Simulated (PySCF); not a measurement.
CH4BF2OP.
Geometry (PBE0-D3(BJ)/def2-SVP, Å), atoms numbered from 1 in this order:
```xyz
10
CH4BF2OP angstrom
F     -2.3349   -0.5296    1.3669
C     -1.2979   -0.0061    0.7212
F     -1.7552    0.5923   -0.3914
O     -0.4517   -1.0273    0.3945
B      0.6739   -0.8853   -0.3610
P      1.2148    0.6961   -1.2907
H     -0.8098    0.7540    1.3575
H      1.3116   -1.8974   -0.5216
H      0.8643    1.7084   -0.3521
H      2.5928    0.6019   -0.9484
```

Level: PBE0/pcSseg-1 and PBE0/def2-SVPD in PySCF, non-relativistic, on one gas-phase PBE0-D3(BJ)/def2-SVP geometry that isn't relaxed in the solvent. The solvent is an IEF-PCM continuum (cavity from Bondi-type radii × 1.2). The model holds no explicit solvent molecules, cavitation or dispersion.

Gas phase at PBE0/pcSseg-1: HOMO -7.75 eV, LUMO -1.13 eV, dipole 2.29 D.

**Question.** What does the continuum do to the energy, the frontier levels and the dipole at PBE0/pcSseg-1 in chloroform and acetonitrile?

**Answer.** 
| solvent | ε | E(solvent) − E(gas) (kJ/mol) | polarisation term (kJ/mol) | distortion of the solute (kJ/mol) | HOMO (eV) | LUMO (eV) | dipole (D) |
| --- | --- | --- | --- | --- | --- | --- | --- |
| chloroform | 4.711 | -12.66 | -14.33 | 1.67 | -7.60 | -0.94 | 2.77 |
| acetonitrile | 35.69 | -18.23 | -21.86 | 3.63 | -7.56 | -0.89 | 3.00 |

The polarisation term is half the interaction of the solute with the surface charges that it induces; the rest is the cost of distorting the solute's density. The sum is the electrostatic part of solvation alone. From chloroform to acetonitrile the lowering changes by a factor 1.44, Onsager's factor (ε − 1)/(2ε + 1) by 1.35 and ε itself by 7.6.

**Question.** Which radius a makes the point-dipole formula ΔE = −[(ε − 1)/(2ε + 1)]·μ²/a³ give the value in acetonitrile, with the gas-phase dipole?

**Answer.** μ = 0.901 au and |ΔE| = 0.00694 Eh give a = 2.02 Å; the farthest nucleus lies 2.82 Å from the centroid of the nuclei, so such a sphere wouldn't even hold the nuclei. The formula assumes a rigid point dipole at the centre of a sphere.

**Question.** Give the dipole vector in the frame of the coordinates (D, pointing from negative to positive charge), gas and acetonitrile.

**Answer.** Gas (1.59, 1.07, 1.26), solvent (1.97, 1.43, 1.74). Its length changes by +31 % and its direction by 3°.

**Question.** Which Hirshfeld charges (PBE0/pcSseg-1) respond most in acetonitrile (means over atoms taken as equivalent)?

**Answer.** 
| atoms | environment | gas (e) | solvent (e) | change |
| --- | --- | --- | --- | --- |
| P6 | three-coordinate phosphorus | +0.005 | -0.019 | -0.024 |
| H7 | methine hydrogen | +0.052 | +0.072 | +0.020 |
| H9/H10 | P–H hydrogen | -0.004 | +0.009 | +0.013 |
| F1/F3 | fluorine of a CF2 group | -0.090 | -0.100 | -0.010 |
| O4 | boron-bound oxygen | -0.165 | -0.173 | -0.008 |
| B5 | three-coordinate boron | +0.137 | +0.140 | +0.003 |

**Question.** How do the nuclear quadrupole coupling constants eQVzz/h respond in acetonitrile?

**Answer.** 
| nucleus | Q (barn) | gas (MHz) | solvent (MHz) | η gas | η solvent |
| --- | --- | --- | --- | --- | --- |
| 17O at O4 | -0.0256 | -8.91 | -8.87 | 0.06 | 0.05 |
| 11B at B5 | 0.04059 | 4.05 | 4.08 | 0.40 | 0.39 |

Gas phase at PBE0/def2-SVPD: HOMO -7.75 eV, LUMO -1.21 eV, dipole 2.14 D.

**Question.** What does the continuum do to the energy, the frontier levels and the dipole at PBE0/def2-SVPD in chloroform and acetonitrile?

**Answer.** 
```tsv
solvent	ε	E(solvent) − E(gas) (kJ/mol)	polarisation term (kJ/mol)	distortion of the solute (kJ/mol)	HOMO (eV)	LUMO (eV)	dipole (D)
chloroform	4.711	-10.83	-12.55	1.72	-7.59	-1.03	2.67
acetonitrile	35.69	-15.71	-19.61	3.90	-7.55	-0.99	2.94
```

**Question.** How does the static polarisability (PBE0/def2-SVPD, frozen core, with the continuum's full static response) change?

**Answer.** 
```json
{"medium": "gas", "isotropic (au)": "60.4", "principal values (au)": "50.0, 59.7, 71.3", "⟨r²⟩ of the electrons (bohr²)": "800.8"}
{"medium": "chloroform", "isotropic (au)": "74.5", "principal values (au)": "62.7, 74.4, 86.5", "⟨r²⟩ of the electrons (bohr²)": "801.1"}
{"medium": "acetonitrile", "isotropic (au)": "81.4", "principal values (au)": "69.8, 81.4, 93.0", "⟨r²⟩ of the electrons (bohr²)": "801.2"}
```

The isotropic value in acetonitrile is 1.35 times the gas-phase one; no cavity-field correction is applied. ⟨r²⟩ is taken about the centre of nuclear charge.
